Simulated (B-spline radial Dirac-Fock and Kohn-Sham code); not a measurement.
The H-like isoelectronic sequence (1 electrons), Z = 38 to 48

Method: multi-electron Dirac-Fock with separately optimised hole states, Breit and Lamb-shift corrections added in first order. Computed with a radial atomic solver. Binding energies in eV, tabulated ground configurations (1s1 throughout). Electron correlation is not included.

```
  ion  outermost level  NIST ionisation energy
Sr³⁷⁺     20025.4 (1s)                20025.27
Zr³⁹⁺     22236.8 (1s)                22236.71
Nb⁴⁰⁺     23389.0 (1s)                23388.85
Mo⁴¹⁺     24572.3 (1s)                24572.21
Tc⁴²⁺     25787.2 (1s)        25787.05 ± 0.016
Ru⁴³⁺     27033.7 (1s)                27033.56
Rh⁴⁴⁺     28312.1 (1s)        28312.03 ± 0.006
Pd⁴⁵⁺     29622.8 (1s)        29622.68 ± 0.007
Ag⁴⁶⁺                ?                       ?
Cd⁴⁷⁺     32341.7 (1s)        32341.59 ± 0.009
```

Question: Fill in the row of Ag⁴⁶⁺.

Answer: outermost 30965.9 (1s), NIST 30965.78 ± 0.007 eV.

NIST's values are for the lowest levels; a dash marks a value that is missing or belongs to another shell. Their kind here: theoretical.
